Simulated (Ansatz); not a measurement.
Mulliken charges of `[CH3][Mo]([NH2])(=[S])=[S]` from PBE/def2-TZVPP in Ansatz (PBE0-D4/def2-TZVP geometry).

```json
{"atom": "C1", "x (Å)": "-1.435", "y (Å)": "-0.557", "z (Å)": "-0.045", "charge (e)": "-0.428"}
{"atom": "Mo2", "x (Å)": "0.333", "y (Å)": "0.482", "z (Å)": "-0.488", "charge (e)": "0.828"}
{"atom": "N3", "x (Å)": "1.592", "y (Å)": "0.009", "z (Å)": "0.860", "charge (e)": "-0.479"}
{"atom": "S4", "x (Å)": "0.906", "y (Å)": "-0.182", "z (Å)": "-2.396", "charge (e)": "-0.337"}
{"atom": "S5", "x (Å)": "-0.186", "y (Å)": "2.516", "z (Å)": "-0.430", "charge (e)": "-0.337"}
{"atom": "H6", "x (Å)": "-1.785", "y (Å)": "-0.254", "z (Å)": "0.945", "charge (e)": "0.121"}
{"atom": "H7", "x (Å)": "-1.229", "y (Å)": "-1.630", "z (Å)": "-0.057", "charge (e)": "0.121"}
{"atom": "H8", "x (Å)": "-2.199", "y (Å)": "-0.324", "z (Å)": "-0.789", "charge (e)": "0.128"}
{"atom": "H9", "x (Å)": "1.784", "y (Å)": "0.585", "z (Å)": "1.668", "charge (e)": "0.192"}
{"atom": "H10", "x (Å)": "2.303", "y (Å)": "-0.698", "z (Å)": "0.733", "charge (e)": "0.192"}
```

By hand: the dipole of these point charges (1 e Å = 4.8032 D).

Σ q r = (0.023, -0.445, 0.623) e Å, of length 0.766 e Å = 3.68 D.

How does the dipole of the full density compare? (Best estimate.)

Computed: (0.238, -0.346, 0.606) e Å, 3.54 D; the point charges give 1.04 times that, at 18° from its direction.

Point charges leave out the atoms' own dipoles, such as those of lone pairs, and Mulliken's split depends on the basis, so the close match here is no proof of good charges.
